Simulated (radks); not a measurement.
Question: The mean radii <r> (bohr) of the occupied orbitals of an atom or ion are listed with their occupations. Method: scalar-relativistic Kohn-Sham, BLYP, spin-polarised, spherical densities, finite nucleus; Fermi nuclear charge, rms radius of each element as measured or else 0.836 A^(1/3) + 0.57 fm; computed with a radial shooting solver on a logarithmic mesh with Libxc functionals.

orbital  occ.      <r>
1s up       1  0.04700
1s down     1  0.04700
2s up       1   0.2101
2s down     1   0.2100
2p up       3   0.1837
2p down     3   0.1837
3s up       1   0.6187
3s down     1   0.6192
3p up       3   0.6377
3p down     3   0.6383
3d up       5   0.6889
3d down     4   0.6902
4p up       1    1.917

Name the element and its charge. Open shells, if any, are filled with parallel spins first.

Answer: Z = 32, germanium, charge +4: Ge4+ in [Ar] 3d9 4p1. The 1s radius gives Z: for a bare nucleus <r> = (2 gamma + 1)/(2Z) with gamma = sqrt(1 - (Z/c)^2), 0.04601 bohr for Z = 32, and screening makes it slightly larger (0.04700 here). The occupations add up to 28, and the charge is Z minus that.
